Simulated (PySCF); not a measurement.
SiFCl2, SMILES Cl[Si](Cl)F, multiplicity 2. Atoms are numbered in the order given.

```xyz
4

Si     0.4663     0.3860     0.0000
F     -0.3037     1.8072     0.0000
Cl    -0.1116    -0.6373    -1.6852
Cl    -0.1116    -0.6373     1.6852
```
Charge 0, spin multiplicity 2.

Coordinates come from a PBE0-D3(BJ)/def2-SVP optimisation.

The numbers are results of PBE/pcH-1 run with PySCF, not measurements.

Unrestricted Kohn–Sham, ⟨S²⟩ = 0.751. Hyperfine tensors hold the contact and dipolar terms, without spin-orbit corrections.

Computed hyperfine couplings:
| nucleus | A(iso) (MHz) | A(iso) (G) | dipolar principal values (MHz) |
|---|---|---|---|
| 29Si no. 1 | -1185.6 | -423.1 | -106.8, 53.2, 53.6 |
| 19F no. 2 | 233.4 | 83.3 | -142.4, -134.2, 276.7 |
| 35Cl no. 3 | 32.5 | 11.6 | -25.0, -24.4, 49.4 |
| 35Cl no. 4 | 32.5 | 11.6 | -25.0, -24.4, 49.4 |

Question: And the g tensor (effective nuclear charges for spin-orbit coupling, GIAO)? (Estimate from the structure and the level; the computed values follow.)

Answer: principal values 2.0003, 2.0020, 2.0063; isotropic 2.0029.
